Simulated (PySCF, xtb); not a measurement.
CF₂, SMILES F[C]F (connectivity only; charge and spin as stated), charge +1, multiplicity 2.

Harmonic wavenumbers (cm⁻¹) from GFN2-xTB in xtb at its own minimum, in rising order: 526, 1353, 1709.

### Question
What does PBE-D3(BJ)/def2-TZVP run with PySCF 2.14.0 give at its own minimum? (An estimate is asked for; the answer gives what the named calculation found.)

### Answer
621, 1313, 1623. Paired by order, the mean absolute difference is 74 cm⁻¹ and the zero-point energies are 5.1 and 5.1 kcal/mol.
